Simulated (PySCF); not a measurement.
# SMILES C#C/C(=C\F)CCl, C₅H₄ClF

Geometry:
| atom | x (Å) | y (Å) | z (Å) |
| --- | --- | --- | --- |
| C1 | 2.286 | -0.800 | -0.387 |
| C2 | 1.200 | -0.315 | -0.225 |
| C3 | -0.081 | 0.249 | -0.022 |
| C4 | -0.251 | 1.556 | 0.184 |
| F5 | 0.771 | 2.418 | 0.200 |
| C6 | -1.241 | -0.705 | -0.051 |
| Cl7 | -2.383 | -0.402 | 1.294 |
| H8 | 3.238 | -1.217 | -0.528 |
| H9 | -1.202 | 2.036 | 0.361 |
| H10 | -0.890 | -1.732 | 0.052 |
| H11 | -1.814 | -0.604 | -0.974 |

Computed, not measured: GIAO KT3/pcSseg-1 magnetisability, rotational g tensor and spin-rotation constants, non-relativistic, gas phase (PySCF 2.14.0). Geometry: GFN2-xTB, dihedral held. The dihedral C2–C3–C6–Cl7 is held at 135°.

Question: How diamagnetic is it, and how anisotropic?

Answer: Isotropic -1086 × 10⁻³⁰ J/T², or -65.4 × 10⁻⁶ cm³/mol; principal values -1173, -1063, -1022 × 10⁻³⁰ J/T², anisotropy 135 × 10⁻³⁰ J/T² (root of half the summed squared differences of the principal values). The susceptibility is in cgs units.

Question: Split it along the inertial axes a, b, c into diamagnetic and paramagnetic parts about the centre of mass, with the quadrupole moment.

Answer: 
```csv
axis,χ (10⁻⁶ cm³/mol),diamagnetic (10⁻⁶ cm³/mol),paramagnetic (10⁻⁶ cm³/mol),summed x² of all electrons (Å²),quadrupole Θ (D Å)
a,-67.2,-445.2,378.0,191.6,-4.00
b,-62.4,-887.0,824.6,87.5,+5.14
c,-66.7,-1184.1,1117.4,17.5,-1.14
```
Anisotropies 2χaa − χbb − χcc = -5.3 and 2χbb − χaa − χcc = +9.1 × 10⁻⁶ cm³/mol. Θ is traceless in Buckingham's convention.

Question: And the rotational g tensor?

Answer: 
```csv
axis,rotational constant (GHz),g,nuclear part,electronic part
a,3.1676,-0.0171,0.5454,-0.5625
b,1.3617,-0.0139,0.5136,-0.5275
c,0.9986,-0.0064,0.5178,-0.5242
```
Asymmetric top; isotopes 12C, 35Cl, 19F, 1H; no vibrational averaging.
